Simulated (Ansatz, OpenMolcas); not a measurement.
## From Ansatz to OpenMolcas

Ansatz 0.2.0 runs this on C2H7NSi (SMILES C=NC[SiH3]):

molecule.yaml:
```yaml
crystal:
  periodic: [false, false, false]
  atoms:
    - {symbol: C, position_ang: [-0.639400, 1.869300, 0.363900]}
    - {symbol: "N", position_ang: [-0.998600, 0.713100, 0.018000]}
    - {symbol: C, position_ang: [-0.299000, -0.417000, 0.562600]}
    - {symbol: Si, position_ang: [0.706300, -1.257400, -0.802700]}
    - {symbol: H, position_ang: [-1.145900, 2.733500, -0.063200]}
    - {symbol: H, position_ang: [0.166900, 2.059000, 1.086600]}
    - {symbol: H, position_ang: [-1.029900, -1.151400, 0.917900]}
    - {symbol: H, position_ang: [0.365200, -0.161700, 1.404500]}
    - {symbol: H, position_ang: [1.729600, -0.311300, -1.319900]}
    - {symbol: H, position_ang: [-0.179800, -1.683000, -1.914500]}
    - {symbol: H, position_ang: [1.389900, -2.450100, -0.232400]}
basis:
  gaussian:
    orbitals: cc-pVDZ
hamiltonian:
  xc: {name: BLYP}
accuracy: high
output: {orbitals: {seedname: orbitals}}
```

```bash
$ ansatz run molecule.yaml --threads 1 --pin off --max-ram 2610MiB --events-out events.jsonl --progress --plain --runs-dir runs
```

The shape is that of a PBE0-D4/def2-TZVP optimisation. This is one conformer, not always the lowest.

It gives a total energy of -424.551326 Eh.

**Question.** Translate the job to OpenMolcas 26.06 as an input file of the program's own, asking for the gradient.

**Answer.** One way, which was run:

coord.xyz:
```
11

C     -0.639400     1.869300     0.363900
N     -0.998600     0.713100     0.018000
C     -0.299000    -0.417000     0.562600
Si     0.706300    -1.257400    -0.802700
H     -1.145900     2.733500    -0.063200
H      0.166900     2.059000     1.086600
H     -1.029900    -1.151400     0.917900
H      0.365200    -0.161700     1.404500
H      1.729600    -0.311300    -1.319900
H     -0.179800    -1.683000    -1.914500
H      1.389900    -2.450100    -0.232400
```

mol.input:
```
&GATEWAY
 BasLib = $CurrDir
 Coord = coord.xyz
 Basis = cc-pVDZ
 Group = NoSym

&SEWARD
 GridInput
 Grid=UltraFine
 End of Grid

&SCF
 KSDFT = BLYP
 Thresholds = 1e-10 1e-07 1e-07 1e-05
 PrOrbitals = 0

&ALASKA
```

```bash
$ export MOLCAS_MEM=1860
$ pymolcas mol.input > mol.log
```

(Basis files named in the input come from the Basis Set Exchange and aren't shown.)

Its energy is -424.551326 Eh, the same as the first but for the last digit, at most.
